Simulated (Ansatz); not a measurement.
The cluster CaCl₂. The state is a quintet with charge 0. Geometry r2SCAN-D4/def2-TZVP; atoms count from 1.

```xyz
3

Ca   -0.5058   -0.3908   -0.0992
Cl    1.9299   -1.4727   -1.9321
Cl   -1.4241    1.8635    2.0312
```

At PBE0-D4/def2-TZVP a singlet of charge 0 lies 10.67 eV below the quintet, each at its own geometry. The structure comes from a short search, and lower isomers may exist.

**Question.** Estimate the Mulliken populations from the PBE0/def2-TZVP orbitals of Ansatz.

**Answer.** 
```
atom  charge (e)  spin (α − β)
 Ca1       -0.15          1.98
 Cl2        0.07          1.01
 Cl3        0.07          1.01
```
Mulliken values depend strongly on the basis.

**Question.** Where does the spin sit?

**Answer.** Summed by element: Ca 1.98, Cl 2.02, of 4 unpaired in all. Largest on single atoms: Ca1 1.98, Cl2 1.01, Cl3 1.01.
